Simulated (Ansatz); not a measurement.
A nudged elastic band was laid between two geometries of BCl$_{2}$FH$_{2}$O (7 atoms, charge 0, multiplicity 1).

Level of theory: Ansatz 0.2.0, RKS revPBE/def2-SVP.

| Quantity | Value |
| --- | --- |
| movable images | 5 |
| climbing image | yes |
| spring | 5.0 eV/Å² |
| optimiser | quadratic models (default) |
| start path | through a guess of the saddle point |
| force threshold | 0.05 eV/Å |
| iteration limit | 60 |
| end points | relaxed |

Initial state:

```xyz
7
Properties=species:S:1:pos:R:3
B 0.002 -0.080 0.150
Cl -0.086 0.581 1.868
F 1.170 0.124 -0.493
Cl -1.519 0.151 -0.865
O -0.030 -1.795 0.433
H -0.896 -2.075 0.060
H -0.113 -1.868 1.411
```

Final state:

```xyz
7
Properties=species:S:1:pos:R:3
B -0.199 -0.332 -0.806
Cl 0.493 -0.985 3.573
F 0.838 0.503 -0.813
Cl -1.234 -0.466 -2.246
O -0.430 -1.066 0.324
H -1.208 -1.647 0.245
H 0.268 -0.969 2.288
```

(1) Which bonds break or form, and what moves?

(2) Give the energies along the band, and the barrier.

(3) What is the geometry of the highest image?

(4) What are the harmonic wavenumbers there?

## Answers

(1) Bonds broken: B1–Cl2, O5–H7. Bonds formed: Cl2–H7. BCl2FH2O becomes BClFHO + ClH.

(2) The run converged. The highest image is number 1 of 0 to 6, 0.58 eV above the first end and 0.88 eV above the last; the last end lies 0.31 eV below the first. A vibrational analysis at the climbing image gives one clearly imaginary mode, 849i cm⁻¹: a first-order saddle point. The orbitals stay closed-shell, which can raise the energy where a bond breaks towards radicals; this wasn't checked here.

```csv
image,path coordinate (Å),energy (eV),B1–Cl2 (Å),O5–H7 (Å),Cl2–H7 (Å)
0,0.00,0.00,1.84,0.98,2.49
1,0.86,0.58,2.24,1.27,1.55
2,1.57,-0.12,2.94,1.87,1.32
3,2.28,-0.28,3.57,2.15,1.30
4,2.99,-0.30,3.94,2.11,1.30
5,3.70,-0.30,4.23,2.07,1.30
6,4.41,-0.31,4.48,2.09,1.31
```

(3) 
```xyz
7
Properties=species:S:1:pos:R:3:forces:R:3
B -0.021 -0.318 -0.088 0.00 -0.01 0.00
Cl -0.110 0.178 2.092 0.00 0.00 0.00
F 1.169 0.118 -0.507 0.01 0.00 0.00
Cl -1.513 0.235 -0.916 0.00 0.00 0.00
O -0.026 -1.761 0.347 -0.02 0.02 0.01
H -0.895 -2.160 0.133 0.01 -0.02 0.00
H -0.076 -1.252 1.505 0.00 -0.01 -0.01
```

(4) 849i, 156, 232, 304, 352, 440, 498, 552, 703, 930, 1050, 1132, 1309, 1524, 3668 cm⁻¹.

Run time: 100 s on 2 threads of Arm Neoverse V1 (shared host), peak memory 0.12 GiB.
